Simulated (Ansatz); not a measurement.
Ideal-gas functions of CH3BClNO (`BOC(=N)Cl`) at 400 K and 1 bar, from an Ansatz frequency run at PBE0-D4/def2-TZVP.

Molar mass 91.31 g/mol, point group C1 (symmetry number 1), electronic degeneracy 1, moments of inertia 60.972, 169.261, 222.507 u Å². Harmonic wavenumbers (cm⁻¹, unscaled): 60, 268, 338, 421, 506, 659, 740, 847, 956, 1035, 1047, 1186, 1250, 1341, 1758, 2593, 2710, 3526.

Use S(trans) = R[1.5 ln M + 2.5 ln T − 1.1517]; rotational temperatures θ = 24.2544 K / I; S(rot) = R[ln(√π/σ · √(T³/θAθBθC)) + 1.5]; for each mode x = 1.438777 ν̃/T, S = R[x/(eˣ − 1) − ln(1 − e⁻ˣ)] and H = RT x/(eˣ − 1); 1 cm⁻¹ = 0.0119627 kJ/mol; R = 8.31446 J/(mol·K).

Problem. By hand: the entropy, in J/(mol·K).

Solution. Translation 171.3. Rotation: θ = 0.3978, 0.1433, 0.109 K, giving 113.1. Vibration, mode by mode: 21.08, 8.93, 7.18, 5.62, 4.40, 2.85, 2.26, 1.67, 1.22, 0.97, 0.94, 0.62, 0.51, 0.39, 0.11, 0.01, 0.01, 0.00, in all 58.8. Electronic 0.0. Sum 343.2 J/(mol·K).

Problem. By hand: H − E and G − E in kJ/mol, counted from the electronic energy.

Solution. Zero-point energy ½ × 21241 × 0.0119627 = 127.0; thermal vibration 12.8; translation, rotation and pV give 4 RT = 13.3. H − E = 153.1 kJ/mol, and G − E = 153.1 − 400 × 343.2/1000 = 15.8 kJ/mol.

Vibration gives 17 % of the entropy, 21.1 J/(mol·K) of it from the mode under 150 cm⁻¹: soft modes count most, and the harmonic formula is weakest for them. The sum counts one conformer and one mirror image; others add a mixing term.
